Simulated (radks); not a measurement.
Values are calculated unless marked as measured or tabulated.
Q: The mean radii <r> (bohr) of the occupied orbitals of an atom or ion are listed with their occupations. Code: a radial shooting solver on a logarithmic mesh with Libxc functionals. Model: Dirac Kohn-Sham, BLYP, spin-unpolarised, spherical densities, point nucleus.

orbital  occ.      <r>
1s1/2       2  0.02457
2s1/2       2   0.1040
2p1/2       2  0.08730
2p3/2       4  0.09335
3s1/2       2   0.2610
3p1/2       2   0.2486
3p3/2       4   0.2585
3d3/2       3   0.2259

Name the element and its charge. Open shells, if any, fill j = l - 1/2 first.

A: Z = 58, cerium, charge +37: Ce37+ in [Ar] 3d3. The 1s radius gives Z: for a bare nucleus <r> = (2 gamma + 1)/(2Z) with gamma = sqrt(1 - (Z/c)^2), 0.02424 bohr for Z = 58, and screening makes it slightly larger (0.02457 here). The occupations add up to 21, and the charge is Z minus that.
